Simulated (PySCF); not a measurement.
Vertical excitations of a molecule C4H6F2 from TDA-PBE/def2-SVPD in PySCF, as energy in eV (oscillator strength): 5.57 (0.001), 6.49 (0.000), 6.51 (0.017), 7.41 (0.326), 7.44 (0.004), 7.96 (0.000), 8.19 (0.140), 8.29 (0.010), 8.47 (0.123), 8.53 (0.000). Lowest triplet (TDA): 4.56 eV. Coordinates come from a PBE0-D3(BJ)/def2-SVP optimisation. The values are those of a single conformer.

Problem. Which structure fits?
A. C=CCC(F)F
B. C=C(C)C(F)F
C. CC(C)=C(F)F
D. CCC=C(F)F

Solution. C, CC(C)=C(F)F
